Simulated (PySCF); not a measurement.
Excitations are Tamm–Dancoff values on a coarser integration grid. The basis has no diffuse functions, so Rydberg states are missing or too high.

Z-matrix (Å, degrees):
```
Ga
F 1 1.7337
F 1 1.7337 2 120.00
F 1 1.7337 2 120.00 3 180.00
```
Charge 0, multiplicity 1.

Estimate the HOMO–LUMO gap, dipole moment, S1–T1 gap (TDA), total energy and S1 excitation (TDA) that PySCF with PBE-D3(BJ)/def2-TZVP // B3LYP-D3(BJ)/def2-TZVP returns for this input.


| Quantity | Result |
|---|---|
| HOMO–LUMO gap | 6.19 eV |
| dipole moment | 0.00 D |
| S1–T1 gap (TDA) | 0.33 eV |
| total energy | -2224.0700 Ha |
| S1 excitation (TDA) | 6.33 eV |
